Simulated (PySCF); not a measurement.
# Atomic charges by several schemes

C2H8O2Si3.
Numbering: `[OH:1][Si@@H:2]([C:3]#[C:4][SiH3:5])[O:6][SiH3:7]` (hydrogens: H8 on O1; H9 on Si2; H10, H11, H12 on Si5; H13, H14, H15 on Si7)

Cartesian coordinates in Å at the GFN2-xTB level; atoms count from 1:
```
atom  x, y, z in Å
O1    -0.394   -0.440   -2.785
Si2   -0.951   -0.254   -1.274
C3     0.199   -0.973   -0.007
C4     0.941   -1.435    0.832
Si5    2.078   -2.134    2.111
O6    -1.080    1.333   -0.945
Si7   -1.434    2.657   -0.089
H8     0.372    0.030   -3.104
H9    -2.262   -0.876   -1.308
H10    1.901   -3.589    2.142
H11    3.456   -1.795    1.740
H12    1.736   -1.544    3.408
H13   -0.697    2.598    1.172
H14   -2.878    2.674    0.141
H15   -0.992    3.757   -0.943
```

Density: PBE0/pcSseg-1 (PySCF); schemes: Mulliken, IAO, Hirshfeld and ESP-fitted. The structure is a single GFN2-xTB conformer in the gas phase; no vibrational or solvent corrections. GFN2-xTB frequencies show an imaginary mode (30i cm⁻¹), so this geometry is no minimum at that level.

Task: Tabulate the Mulliken, IAO, Hirshfeld and ESP-fitted charges.

Result: In e:

```json
{"atom": "O1", "environment": "silanol oxygen", "Mulliken": "-0.537", "IAO": "-0.784", "Hirshfeld": "-0.304", "ESP-fitted": "-0.751"}
{"atom": "Si2", "environment": "oxygen-bound silicon", "Mulliken": "+1.079", "IAO": "+1.347", "Hirshfeld": "+0.486", "ESP-fitted": "+1.053"}
{"atom": "C3", "environment": "alkyne carbon", "Mulliken": "-0.283", "IAO": "-0.354", "Hirshfeld": "-0.152", "ESP-fitted": "-0.386"}
{"atom": "C4", "environment": "alkyne carbon", "Mulliken": "-0.304", "IAO": "-0.301", "Hirshfeld": "-0.141", "ESP-fitted": "-0.115"}
{"atom": "Si5", "environment": "SiH3 silicon", "Mulliken": "+0.524", "IAO": "+0.632", "Hirshfeld": "+0.345", "ESP-fitted": "+0.423"}
{"atom": "O6", "environment": "siloxane oxygen", "Mulliken": "-0.716", "IAO": "-0.888", "Hirshfeld": "-0.304", "ESP-fitted": "-0.545"}
{"atom": "Si7", "environment": "oxygen-bound silicon", "Mulliken": "+0.733", "IAO": "+0.894", "Hirshfeld": "+0.395", "ESP-fitted": "+0.609"}
{"atom": "H8", "environment": "hydroxyl hydrogen", "Mulliken": "+0.248", "IAO": "+0.371", "Hirshfeld": "+0.184", "ESP-fitted": "+0.456"}
{"atom": "H9", "environment": "Si–H hydrogen", "Mulliken": "-0.138", "IAO": "-0.158", "Hirshfeld": "-0.073", "ESP-fitted": "-0.149"}
{"atom": "H10", "environment": "Si–H hydrogen", "Mulliken": "-0.078", "IAO": "-0.107", "Hirshfeld": "-0.065", "ESP-fitted": "-0.077"}
{"atom": "H11", "environment": "Si–H hydrogen", "Mulliken": "-0.081", "IAO": "-0.108", "Hirshfeld": "-0.066", "ESP-fitted": "-0.076"}
{"atom": "H12", "environment": "Si–H hydrogen", "Mulliken": "-0.080", "IAO": "-0.107", "Hirshfeld": "-0.065", "ESP-fitted": "-0.079"}
{"atom": "H13", "environment": "Si–H hydrogen", "Mulliken": "-0.118", "IAO": "-0.147", "Hirshfeld": "-0.080", "ESP-fitted": "-0.118"}
{"atom": "H14", "environment": "Si–H hydrogen", "Mulliken": "-0.122", "IAO": "-0.149", "Hirshfeld": "-0.080", "ESP-fitted": "-0.127"}
{"atom": "H15", "environment": "Si–H hydrogen", "Mulliken": "-0.126", "IAO": "-0.142", "Hirshfeld": "-0.080", "ESP-fitted": "-0.119"}
```

Mean size of the charges over all atoms: IAO 0.433 e, Mulliken 0.345 e, ESP-fitted 0.339 e, Hirshfeld 0.188 e. Each set sums to the total charge, 0, to within 0.001 e. The IAO scheme counts the electrons in orthogonalised intrinsic atomic orbitals, a minimal basis polarised so that it spans the occupied orbitals exactly. The ESP scheme is a least-squares fit of atom-centred charges to the potential on four shells outside the van der Waals surface, with the total charge fixed.

Lowest charge. The schemes don't all agree: Mulliken O6 (-0.716); IAO O6 (-0.888); Hirshfeld O1 and O6 (-0.304); ESP-fitted O1 (-0.751).

Highest charge. All schemes agree: Mulliken Si2 (+1.079); IAO Si2 (+1.347); Hirshfeld Si2 (+0.486); ESP-fitted Si2 (+1.053).

Task: How many electrons does the Mulliken scheme count on Si5?

Result: Z − q = 14 − (+0.524) = 13.476.

Task: Sum the charges by element.

Result: 
```json
{"element": "O", "atoms": "2", "Mulliken": "-1.254", "IAO": "-1.672", "Hirshfeld": "-0.608", "ESP-fitted": "-1.296"}
{"element": "Si", "atoms": "3", "Mulliken": "+2.336", "IAO": "+2.873", "Hirshfeld": "+1.226", "ESP-fitted": "+2.085"}
{"element": "C", "atoms": "2", "Mulliken": "-0.587", "IAO": "-0.655", "Hirshfeld": "-0.293", "ESP-fitted": "-0.501"}
{"element": "H", "atoms": "8", "Mulliken": "-0.496", "IAO": "-0.547", "Hirshfeld": "-0.325", "ESP-fitted": "-0.288"}
```

Task: How closely do the schemes follow one another over all atoms?

Result: Correlation coefficient and root-mean-square difference: Mulliken with IAO 1.00, 0.122 e; IAO with Hirshfeld 0.99, 0.343 e; Mulliken with Hirshfeld 0.99, 0.228 e; IAO with ESP-fitted 0.98, 0.159 e; Hirshfeld with ESP-fitted 0.97, 0.227 e; Mulliken with ESP-fitted 0.97, 0.113 e.

These values come from a run that also computed NMR shieldings. Hardware: an Intel Xeon at 2.70 GHz with one thread, on a shared host. Cost: 59 s, 0.82 GiB resident at most.
